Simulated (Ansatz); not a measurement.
Calculated with Ansatz (gas phase, PBE0-D4/def2-TZVP geometries, no zero-point term in ΔE). CCSD(T)/CBS is the MP2 limit (def2-TZVPP, def2-QZVPP) plus CCSD(T) − MP2 in def2-TZVPP, frozen cores. DFT in def2-TZVPP. Elements past krypton have def2 core potentials. For Sn outer-core shells are correlated without core-valence functions, which leaves a few kJ/mol of doubt a bond. Each species was taken in one conformer, which may not be the lowest.

Reaction (redistribution): `NB(F)[SiH3]` + `C[O][Sn][F]` → `FB(F)[SiH3]` + `C[O][Sn][NH2]`

Question: Is it downhill or uphill in electronic energy at CCSD(T)/CBS, and by how much? (An estimate is asked.)

Answer: Ansatz gave: Uphill: ΔE = +0.54 eV.

Question: What do these levels give: r2SCAN-D4, BHLYP-D4, ωB97X-V, PBE-QIDH, SCS-MP2/def2-QZVPP, CCSD/CBS(def2)? (Best estimate.)

Answer: The calculation gave: r2SCAN-D4 0.58, BHLYP-D4 0.56, ωB97X-V 0.59, PBE-QIDH 0.52, SCS-MP2/def2-QZVPP 0.54, CCSD/CBS(def2) 0.54 eV.

Largest T1 diagnostic among the species: 0.017.

From r2SCAN to r2SCAN0 (25 % exact exchange), in def2-TZVPP and without D4, ΔE moves by −0.03 eV. Leaving LDA and LC-ωPBE aside and taking each functional with its dispersion term where it has one, the values, not all of them listed here, spread over 0.10 eV, from PBE-QIDH to B97M-V. LDA lies −0.06 eV from PBE without D4.
